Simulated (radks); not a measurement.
Results of a calculation; reference values are marked as such.
La4+, configuration [Kr] 4d10 5s2 5p4.5 4f0.5 (fractional occupations, a model configuration). Code: a radial shooting solver on a logarithmic mesh with Libxc functionals. Model: Dirac Kohn-Sham, PBEsol, spin-unpolarised, spherical densities, finite nucleus; open shells fill j = l - 1/2 first; Fermi nuclear charge, rms radius 4.855 fm.

X-ray form factor f0, the Fourier transform of the density (f0(0) = 53):

sin(theta)/lambda (1/angstrom)  f0 (electrons)
0.05                                    52.393
0.1                                     50.691
0.15                                    48.199
0.2                                     45.295
0.25                                    42.313
0.3                                     39.474
0.4                                     34.552
0.5                                     30.550
0.6                                     27.196
0.8                                     21.999
1                                       18.554
1.25                                    15.726
1.5                                     13.468
2                                        9.538
